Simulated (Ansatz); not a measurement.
Isomers of H2B2Si. All species are isolated molecules in the gas phase. Strings in code marks are SMILES.

Quantity: electronic energy of isomers of H2B2Si relative to `B1=[SiH]B1`, in eV. The DFT solution of `B1=B[SiH2]1` is unstable or spin-contaminated; the geometry comes from it.

Case: `B1=B[SiH2]1`. Geometry of `B1=B[SiH2]1` (neutral, multiplicity 1, Å):

```xyz
5

B      1.4902     0.6873     0.2799
B      1.4670    -0.7191    -0.3199
Si    -0.3780     0.0041     0.0051
H     -1.2717     1.0971     0.4812
H     -1.3075    -1.0693    -0.4463
```

Task: Estimate the electronic energy of isomers of H2B2Si relative to `B1=[SiH]B1` that BLYP/cc-pVTZ // B3LYP-D3(BJ)/def2-TZVP (Ansatz, a program for electronic structure) returns for this input.

Result: 2.25 eV.
